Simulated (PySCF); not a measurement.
CH₃, SMILES [CH3+], charge +1. Atoms are numbered in the order given.

```xyz
4

C      0.0000     0.0000     0.0000
H      1.0934     0.0000     0.0000
H     -0.5467     0.9469     0.0000
H     -0.5467    -0.9469     0.0000
```
Charge +1, spin multiplicity 1.

The structure is a stationary point at ωB97X-D3(BJ)/def2-TZVPD.

Computed with PBE/pcJ-2 (PySCF).

Isotropic couplings with Fermi-contact, spin-dipole and both spin-orbit terms, one fixed conformer, no vibrational averaging. Isotopes: 13C, 1H.

```csv
pair,bonds apart,J (Hz)
C1–H2,1,172.1
C1–H3,1,172.1
C1–H4,1,172.1
H2–H3,2,___
H2–H4,2,___
H3–H4,2,___
```

Complete the blanks. (An estimate is asked for; the answer gives what the named calculation found.)


- H2–H3, J (Hz): 4.6
- H2–H4, J (Hz): 4.6
- H3–H4, J (Hz): 4.6
